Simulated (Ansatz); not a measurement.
Al12P11F3. The state is a triplet with charge 0. Geometry r2SCAN-D4/def2-SVP, that of the neutral singlet; atoms count from 1.

Cartesian coordinates in Å:
```
Al 2.674 -2.878 -0.054
P 3.910 -4.076 -1.415
Al 2.622 -3.345 -3.023
P 1.601 -2.764 -4.865
Al 0.325 -1.497 -3.604
P 3.202 -1.770 1.985
Al 1.043 -2.429 2.162
Al 2.006 0.013 1.109
P 0.985 -0.782 -0.971
P -1.047 -1.598 2.507
Al -1.064 -1.112 0.234
Al -0.028 1.212 -1.955
P -0.761 0.576 -4.061
P -3.110 -0.392 -0.608
Al -2.124 -0.557 -2.655
P 1.464 1.830 2.348
Al -0.523 0.734 2.648
Al -0.112 3.379 1.327
P -0.739 3.133 -0.991
P -2.406 2.033 2.323
Al -2.238 1.743 0.041
P -0.269 5.417 2.267
Al -1.970 4.315 3.101
F 1.069 -3.601 0.782
F -1.353 -2.180 -2.878
F -3.157 4.596 4.243
```

Single mean-field runs in def2-SVP are fitted with def2-universal-jkfit. At PBE0-D4/def2-SVP a singlet of charge 0 lies 0.42 eV below the triplet at the same geometry.

Q: Estimate the Mulliken populations from the PBE0/def2-SVP orbitals of Ansatz.

A: 
```csv
atom,charge (e),spin (α − β)
Al1,0.63,0.00
P2,-0.40,0.00
Al3,0.44,0.00
P4,-0.40,0.00
Al5,0.63,0.00
P6,-0.41,0.01
Al7,0.61,0.01
Al8,0.48,0.05
P9,-0.85,-0.03
P10,-0.47,-0.02
Al11,0.32,0.43
Al12,0.48,0.05
P13,-0.41,0.01
P14,-0.46,-0.02
Al15,0.60,0.01
P16,-0.45,0.03
Al17,0.43,0.28
Al18,0.33,-0.02
P19,-0.45,0.02
P20,-0.57,-0.03
Al21,0.44,0.29
P22,-0.20,0.86
Al23,0.82,0.08
F24,-0.38,0.00
F25,-0.38,0.00
F26,-0.37,0.00
```
Mulliken values depend strongly on the basis.

Q: Where does the spin sit?

A: Summed by element: Al 1.17, P 0.82, F 0.01, of 2 unpaired in all. Largest on single atoms: P22 0.86, Al11 0.43, Al21 0.29.

Q: And the Mayer bond orders between heavy atoms (over 0.3)?

A: Al1–P2 1.44 (2.19 Å); Al1–P6 0.75 (2.38 Å); Al1–F24 0.39 (1.95 Å); P2–Al3 1.31 (2.19 Å); Al3–P4 1.32 (2.18 Å); P4–Al5 1.42 (2.20 Å); Al5–P13 0.75 (2.38 Å); Al5–F25 0.39 (1.95 Å); P6–Al7 1.04 (2.26 Å); P6–Al8 0.89 (2.32 Å); Al7–P10 0.99 (2.28 Å); Al7–F24 0.57 (1.81 Å); Al8–P9 0.62 (2.45 Å); Al8–P16 1.00 (2.27 Å); P9–Al11 0.69 (2.40 Å); P9–Al12 0.63 (2.44 Å); P10–Al11 0.88 (2.33 Å); P10–Al17 0.78 (2.39 Å); Al11–P14 0.88 (2.33 Å); Al12–P13 0.89 (2.32 Å); Al12–P19 1.00 (2.26 Å); P13–Al15 1.05 (2.26 Å); P14–Al15 0.98 (2.28 Å); P14–Al21 0.78 (2.40 Å); Al15–F25 0.57 (1.81 Å); P16–Al17 0.97 (2.29 Å); P16–Al18 0.74 (2.43 Å); Al17–P20 0.82 (2.31 Å); Al18–P19 0.75 (2.41 Å); Al18–P20 0.52 (2.84 Å); Al18–P22 0.97 (2.25 Å); P19–Al21 0.96 (2.29 Å); P20–Al21 0.81 (2.31 Å); P20–Al23 0.62 (2.45 Å); P22–Al23 1.08 (2.19 Å); Al23–F26 1.08 (1.67 Å).
